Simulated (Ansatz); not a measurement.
One change: `[SiH3]C[SiH2][GaH2]` becomes `[AlH2][SiH2]C[SiH3]`.

Ansatz, PBE0-D4/def2-TZVP geometries, multiplicity 1. Each molecule was computed in one conformer, which needn't be the lowest.

Scalar relativity is left out up to krypton.

```json
{"property": "LUMO energy (PBE0/def2-TZVPP) / eV", "`[SiH3]C[SiH2][GaH2]`": "-1.43"}
{"property": "size of the dipole moment (ωB97M-V/def2-TZVPP) / D", "`[SiH3]C[SiH2][GaH2]`": "1.80"}
{"property": "HOMO–LUMO gap (B3LYP/def2-TZVPP) / eV", "`[SiH3]C[SiH2][GaH2]`": "5.38"}
{"property": "size of the dipole moment (B3LYP/def2-TZVPP) / D", "`[SiH3]C[SiH2][GaH2]`": "1.82"}
{"property": "HOMO energy (PBE0/def2-TZVPP) / eV", "`[SiH3]C[SiH2][GaH2]`": "-7.19"}
{"property": "HOMO energy (PBE/def2-TZVPP) / eV", "`[SiH3]C[SiH2][GaH2]`": "-6.14"}
```

Q: What does the change do to each property? (Best estimate.)

A: Computed: 
| property | `[AlH2][SiH2]C[SiH3]` | shift |
| --- | --- | --- |
| LUMO energy (PBE0/def2-TZVPP) / eV | -1.25 | 0.18 |
| size of the dipole moment (ωB97M-V/def2-TZVPP) / D | 2.06 | 0.26 |
| HOMO–LUMO gap (B3LYP/def2-TZVPP) / eV | 5.54 | 0.16 |
| size of the dipole moment (B3LYP/def2-TZVPP) / D | 2.07 | 0.25 |
| HOMO energy (PBE0/def2-TZVPP) / eV | -7.12 | 0.07 |
| HOMO energy (PBE/def2-TZVPP) / eV | -6.07 | 0.07 |

With PBE0 the HOMO rises by 0.07 eV and the LUMO rises by 0.18 eV, so the gap widens by about 0.11 eV. PBE moves the HOMO by 0.07 eV and ωB97M-V by 0.11 eV. Dipoles are sizes alone; their direction can turn.

Positive LUMOs are unbound, so they and the gaps depend on the basis.

B3LYP here is the variant with VWN-RPA as its local correlation; programs differ in this.
